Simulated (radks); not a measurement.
Pb3+, 79 electrons, occupied as [Xe] 4f14 5d10 6s1 (the NIST ground configuration). All-electron calculation, scalar-relativistic Kohn-Sham, SCAN, spin-polarised, spherical densities, finite nucleus; open shells are filled with parallel spins first (spin-orbit coupling, left out, can overturn this in heavy ions); meta-GGA in the generalised Kohn-Sham scheme; Fermi nuclear charge, rms radius 5.5012 fm. Program: a radial shooting solver on a logarithmic mesh with Libxc functionals.

Normalised radial functions P(r) = r R(r), r in bohr:

```
   r/bohr * 5p up (the largest magnitude, 1.17, reaches the edge; | marks zero)
 0.001982                             *
 0.002665                             *
 0.003583                             |*
 0.004817                             |*
 0.006477                             |*
 0.008708                             | *
  0.01171                             |  *
  0.01562                             |   *
  0.02099                             |     *
  0.02823                             |      *
  0.03795                             |      *
  0.05102                             |    *
   0.0686                             *
  0.09223                       *     |
    0.123                   *         |
   0.1654                      *      |
   0.2223                             |    *
   0.2989                             |              *
   0.4019                             |          *
   0.5404                      *      |
   0.7265     *                       |
    0.969  *                          |
    1.303           *                 |
    1.752                      *      |
    2.355                           * |
    3.166                             *
    4.257                             *
    5.723                             *
```

5p up: eigenvalue -116.53 eV, 3 radial nodes at r = 0.0693, 0.200, 0.486 bohr, <r> = 0.976 bohr, 90 % of the charge inside 1.41 bohr.
